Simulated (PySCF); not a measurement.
Compound: C5H6F2.
Cartesian coordinates in Å at the GFN2-xTB level; atoms count from 1:
```
atom  x, y, z in Å
F1    -3.007    0.062   -0.028
C2    -1.699    0.315   -0.356
C3    -0.775   -0.245    0.725
C4     0.634   -0.065    0.347
C5     1.838    0.372    0.529
F6     2.726    1.017    1.262
C7     1.663   -0.387   -0.738
H8    -1.598    1.401   -0.447
H9    -1.515   -0.162   -1.324
H10   -0.989   -1.312    0.841
H11   -0.976    0.254    1.676
H12    2.060   -1.394   -0.821
H13    1.633    0.145   -1.683
```

Lines to be assigned: C 1s: 291.14 (area 1), 291.34 (area 1), 291.53 (area 1), 292.98 (area 1), 293.23 (area 1) eV; F 1s: 692.51 (area 1), 693.59 (area 1) eV.

Level of theory: delta-SCF UKS SCAN, pcX-2 on the ionised atom, pcseg-1 elsewhere, spin-free X2C in PySCF 2.14.0. Geometry: GFN2-xTB, one conformer, isolated molecule.

Question: Order the carbon atoms by C 1s binding energy.

Answer: 291.14 eV: C4 (fully substituted alkene carbon); 291.34 eV: C7 (allylic carbon); 291.53 eV: C3 (allylic carbon); 292.98 eV: C5 (vinylic C–F carbon); 293.23 eV: C2 (sp3 C–F carbon). The listed C 1s values span 2.09 eV, from C4 (bonded to C (double bond) and 2 C) to C2 (bonded to F, C and 2 H). The widest gap between neighbouring values is 1.45 eV, between 291.53 and 292.98 eV. Summing the Pauling electronegativity differences to the bonded atoms, each weighted by its formal bond order, gives 0.00 for the lowest site and +0.73 for the highest; the largest sum, +1.43, belongs to C5, 0.25 eV below the top. The smallest sum, -0.70, belongs to C7, 0.20 eV above the lowest.

Question: Assign the F 1s lines to atoms.

Answer: 692.51 eV: F1 (alkyl fluorine); 693.59 eV: F6 (vinyl fluorine). Lowest listed F 1s: F1, bonded to C. Highest, 1.08 eV above it: F6, bonded to C. Summing the Pauling electronegativity differences to the bonded atoms, each weighted by its formal bond order, gives -1.43 for the lowest site and -1.43 for the highest; the sum is the same at every site.

Bonded neighbours of each site: F1: C; C2: F, C and 2 H; C3: 2 C and 2 H; C4: C (double bond) and 2 C; C5: F, C (double bond) and C; F6: C; C7: 2 C and 2 H.

Question: Which effective nuclear charge Zeff reproduces each element's mean 1s value in the hydrogen-like formula E = 13.606 eV × Zeff²?

Answer: C (Z = 6): mean 292.0 eV, Zeff = 4.63, Z − Zeff = 1.37; F (Z = 9): mean 693.0 eV, Zeff = 7.14, Z − Zeff = 1.86. Means run over the listed sites, weighted by atom count.

On Arm Neoverse N1, one thread, shared host with 64 logical CPUs at a one-minute load of 61, this took 2.3 min of wall time and 0.51 GiB of memory at its peak.
